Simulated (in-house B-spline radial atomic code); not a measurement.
**Ionising Cu³⁺ with different functionals**

Computed with a B-spline radial code for spherical atoms: scalar-relativistic (spin-free X2C) Hamiltonian, Fermi nucleus of rms radius 3.8823 fm, spin-polarised at highest spin, spherical fractional occupations for the functionals, the average over the highest-spin determinants for Hartree-Fock. The ionisation energy is the difference of two self-consistent energies, [Ar] 3d8 → [Ar] 3d7, without Breit or QED terms; ε is the level of the shell that loses the electron (its least bound occupied spin orbital).

Hybrids are left out here: with spherical fractional occupations of an open shell their exact exchange keeps a self-interaction that integer-occupation calculations don't have.

```
           method          rung  ΔSCF (eV)  -ε(3d) (eV)
     Hartree-Fock  Hartree-Fock      55.06        58.45
         LDA VWN5           LDA      58.42        48.05
         LDA PW92           LDA      58.41        48.04
LDA exchange-only           LDA      56.36        46.11
              PBE           GGA      58.00        47.64
           PBEsol           GGA      57.97        47.61
             BLYP           GGA      57.99        47.64
             RPBE           GGA      57.88        47.52
             PW91           GGA      58.15        47.77
             BP86           GGA      58.10        47.74
             AM05           GGA      58.00        47.64
             OLYP           GGA          ?            ?
             TPSS      meta-GGA      57.79        47.44
             SCAN      meta-GGA      57.60        47.39
           r2SCAN      meta-GGA          ?            ?
          revTPSS      meta-GGA      57.61        47.28
```

**Question.** What does OLYP give?

**Answer.** ΔSCF 58.08 eV, and -ε(3d) = 47.70 eV.

**Question.** What does r2SCAN give?

**Answer.** ΔSCF 57.67 eV, and -ε(3d) = 47.43 eV.

**Question.** How do they compare with the NIST value?

**Answer.** NIST lists 57.38 eV ± 0.05 (semi-empirical, ground level to ground level). Errors run from -2.32 to +1.04 eV; SCAN is closest (+0.22 eV), though others lie within the uncertainty of it, and part of that can be cancellation, since the calculations leave out spin-orbit coupling, Breit-QED terms, multiplet and fine-structure energies. Hartree-Fock also lacks correlation.
